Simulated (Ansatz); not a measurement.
This singlet lies 0.99 eV below the relaxed triplet at the level frozen-core CCSD(T)/cc-pVTZ // PBE0-D3(BJ)/def2-SVP (Ansatz, an electronic-structure program).

Species: CH4Si, SMILES `C[SiH]` (lower singlet) (charge 0, multiplicity 1).

Question: Give a relaxed geometry from PBE0-D3(BJ)/def2-SVP run with Ansatz.

Answer: the end point of this relaxation (outside a Z-matrix the atoms follow the SMILES, hydrogens last).
Z-matrix (Å, degrees):
```
C
H 1 1.0996
H 1 1.1059 2 108.85
H 1 1.1059 2 108.84 3 -114.36
Si 1 1.9026 2 113.81 4 -122.80
H 5 1.5384 1 94.23 2 -179.98
```
